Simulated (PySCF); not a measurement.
Molecule: `OC(=O)c1cccs1`, C5H4O2S.

Bonds (- single, = double, # triple, : aromatic): O1=C2 1.205 Å, C2-O3 1.341 Å, C2-C4 1.467 Å, C4:C5 1.378 Å, C5:C6 1.415 Å, C6:C7 1.375 Å, C7:S8 1.710 Å, S8:C4 1.726 Å. O3 carries H9; C5 carries H10; C6 carries H11; C7 carries H12.

Geometry PBE0-D3(BJ)/def2-SVP throughout; GIAO in PySCF 2.14, gas phase, one conformer, non-relativistic; equivalent atoms averaged; basis pcSseg-1.

For orientation, BHandHLYP gives these shifts δ (against H2O, TMS, CS2 at the same level): O1 401.3, C2 167.5, C5 145.8, C7 147.1, C4 140.4, C6 133.5, S8 227.4, H10 8.21, H9 5.73 ppm.

A run gave: O1 381.4, C2 156.0, C5 134.2, C7 133.4, C4 131.6, C6 126.4, S8 244.0, H10 7.89, H9 5.36 ppm (shifts δ (against H2O, TMS, CS2 at the same level)).

**Question.** Which functional was used in that run?
A. B97-D
B. B97-2
C. WP04
D. OPBE
E. wB97X-D

**Answer.** A. C2 tells them apart best: B97-D gives 156.0, B97-2 gives 160.5, OPBE gives 152.7, wB97X-D gives 165.1, WP04 gives 164.7 ppm.
